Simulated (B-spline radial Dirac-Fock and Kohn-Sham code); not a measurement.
# Dipole and non-dipole photoemission parameters of Tc⁷⁺ 3p3/2

System: Tc⁷⁺, configuration [Ar] 3d10 4s2 4p6; threshold 540.6 eV (orbital energy of the model). Method: Dirac-Hartree-Slater photoionisation with a Latter tail; cross sections with all multipoles, angular parameters from the dipole term and its interference with E2. Computed with a radial finite-basis atomic code.

For linearly polarised light dσ/dΩ = σ/(4π) [1 + β P₂(cos θ) + (δ + γ cos²θ) sin θ cos φ], with θ from the polarisation vector and φ the angle between the beam and the projection of the electron momentum on the plane normal to the polarisation.

```tsv
hν (eV)	σ (kb)	β	γ	δ
600	347	0.969	0.227	0.066
635	328	1.110	0.240	0.047
800	245	1.416	0.125	0.012
990	179	1.542	0.016	0.004
1000	176	1.546	0.012	0.004
2000	47.8	1.633	0.102	0.007
2340	33.9	1.620	0.194	0.010
2400	32.0	1.617	0.211	0.010
2710	24.2	1.600	0.296	0.013
2984.4	19.4	1.583	0.370	0.015
5290	?	?	?	?
5414.7	4.27	1.432	0.913	0.041
5950	3.30	1.401	1.005	0.048
6460	2.63	1.372	1.087	0.054
8100	1.39	1.287	1.312	0.076
8520	1.20	1.267	1.361	0.082
11100	0.546	1.154	1.612	0.118
13200	0.322	1.075	1.767	0.147
```

Task: Give the values at 5290 eV.

Result: σ = 4.54 kb, β = 1.439, γ = 0.890, δ = 0.040.
